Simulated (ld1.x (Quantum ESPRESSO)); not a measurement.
## Transferability test, ultrasoft potential for phosphorus (P)

```json
{"Element": "phosphorus (P)", "Generator": "ld1.x (Quantum ESPRESSO) 7.5", "Type": "ultrasoft", "Functional": "PBEsol", "Relativity": "scalar-relativistic", "Frozen core": "[Ne]", "Valence charge": "5", "Reference configuration": "3s2 3p1 (charge +2)", "Partial waves": "3s (bound): rcut 1.40, rcutus 1.75 bohr; 3s channel at -1.55 Ry: rcut 1.40, rcutus 1.75 bohr; 3p (bound): rcut 1.20, rcutus 1.60 bohr; 3p channel at 3.55 Ry: rcut 1.20, rcutus 1.60 bohr; 3d channel at -0.1 Ry: rcut 1.10, rcutus 1.45 bohr", "Local potential": "all-electron potential smoothed inside 1.25 bohr (lloc = -1)", "Core correction": "a·sin(br)/r model core inside 0.75 bohr", "Augmentation charge": "built from norm-conserving waves at rcut, not smoothed further"}
```

Energies are relative to the spin-unpolarised reference configuration 3s2 3p1; without spin polarisation the order of configurations can differ from experiment.

Problem. Give the all-electron excitation energy and the error of the potential for: 3s2 3p3; 3s2 3p2; 3s2 3p0; 3s0 3p5; 3s2 3p3.3; 3s1 3p4; 3s1 3p0.

Solution.

| valence configuration | charge | ΔE all-electron (eV) | error AE − PS (meV) |
| --- | --- | --- | --- |
| 3s2 3p3 | 0 | -28.810 | +11 |
| 3s2 3p2 | +1 | -19.112 | +4.7 |
| 3s2 3p0 | +3 | 29.706 | +4.3 |
| 3s0 3p5 | 0 | -11.658 | +14 |
| 3s2 3p3.3 | -0.3 | -30.109 | +13 |
| 3s1 3p4 | 0 | -20.301 | +11 |
| 3s1 3p0 | +4 | 81.619 | +25 |

Levels in the configuration 3s1 3p4:

| level | all-electron (eV) | pseudo (eV) |
| --- | --- | --- |
| 3s | -14.623 | -14.627 |
| 3p | -6.044 | -6.049 |
